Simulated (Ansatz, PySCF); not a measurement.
Gas-phase reaction R1 → P1 + P2, each structure at its B3LYP-D3(BJ)/def2-TZVP stationary point, reached from a drawn start (curvature not checked).
P1, CrO (SMILES [O]=[Cr]) (charge 0, multiplicity 5, Z-matrix in Å and degrees):
```
Cr
O 1 1.6120
```
R1, CrO2 (SMILES [O]=[Cr]=[O]) (charge 0, multiplicity 3):
```xyz
3

Cr     0.0028     0.0039    -0.4327
O      1.4573    -0.0058     0.2257
O     -1.4601     0.0019     0.2069
```
P2: O atom, charge 0, multiplicity 3.

```
level                                reaction energy (eV)
-----------------------------------  --------------------
HF/def2-SVP                                         0.522
HF/def2-TZVPP                                       0.670
HF/def2-QZVPP                                       0.683
SVWN5/def2-TZVPP                                    7.404
PBE/def2-TZVPP                                      6.265
BLYP/def2-TZVPP                                     6.164
revPBE/def2-TZVPP                                   5.913
r2SCAN/def2-TZVPP                                   5.533
B97M-V/def2-TZVPP                                   5.257
B3LYP/def2-TZVPP                                    5.276
PBE0/def2-TZVPP                                     4.977
BHLYP/def2-TZVPP                                    3.763
M06-2X/def2-TZVPP                                   4.707
CAM-B3LYP/def2-TZVPP                                5.158
wB97X-V/def2-TZVPP                                  5.271
wB97M-V/def2-TZVPP                                  5.114
B2PLYP/def2-TZVPP                                   6.071
MP2/def2-SVP                                        2.783
MP2/def2-TZVPP                                      3.395
MP2/def2-QZVPP                                      3.509
MP2/CBS(def2-TZVPP, def2-QZVPP)                     3.582
SCS-MP2/def2-SVP                                    2.652
SCS-MP2/def2-TZVPP                                  3.288
SCS-MP2/def2-QZVPP                                  3.435
CCSD/def2-SVP                                       3.151
CCSD/def2-TZVPP                                     3.541
CCSD/def2-QZVPP                                     3.619
CCSD(T)/def2-SVP                                    3.514
CCSD(T)/def2-TZVPP                                  4.044
CCSD(T)/def2-QZVPP                                  4.149
CCSD(T)/CBS(def2-TZVPP, def2-QZVPP)                 4.216
```

P less R. No zero-point or thermal terms; open shells are unrestricted; no spin–orbit coupling. The spin states of the d-block species are the ones drawn and need not be the lowest.

Frozen-core correlation throughout. CBS(a, b) extrapolates the correlation energy as X⁻³ and adds the Hartree–Fock energy of set b.

Doubts at one or more of the structures used: a spin-contaminated determinant (HF/def2-SVP, HF/def2-TZVPP, HF/def2-QZVPP, r2SCAN/def2-TZVPP, B97M-V/def2-TZVPP, PBE0/def2-TZVPP, BHLYP/def2-TZVPP, CAM-B3LYP/def2-TZVPP, wB97M-V/def2-TZVPP, B2PLYP/def2-TZVPP, MP2/def2-SVP, MP2/def2-TZVPP, MP2/def2-QZVPP, MP2/CBS(def2-TZVPP, def2-QZVPP), SCS-MP2/def2-SVP, SCS-MP2/def2-TZVPP, SCS-MP2/def2-QZVPP, CCSD/def2-SVP, CCSD/def2-TZVPP, CCSD/def2-QZVPP, CCSD(T)/def2-SVP, CCSD(T)/def2-TZVPP, CCSD(T)/def2-QZVPP, CCSD(T)/CBS(def2-TZVPP, def2-QZVPP)); T1 above 0.05 (CCSD/def2-SVP, CCSD/def2-TZVPP, CCSD/def2-QZVPP, CCSD(T)/def2-SVP, CCSD(T)/def2-TZVPP, CCSD(T)/def2-QZVPP, CCSD(T)/CBS(def2-TZVPP, def2-QZVPP)); a doubt about the state reached (CCSD/def2-SVP, CCSD/def2-TZVPP, CCSD/def2-QZVPP, CCSD(T)/def2-SVP, CCSD(T)/def2-TZVPP, CCSD(T)/def2-QZVPP, CCSD(T)/CBS(def2-TZVPP, def2-QZVPP)).

The values were computed with Ansatz (Gaussian orbitals); PySCF for M06-2X. Each number belongs to the level named beside it.

Ansatz is an electronic-structure program.
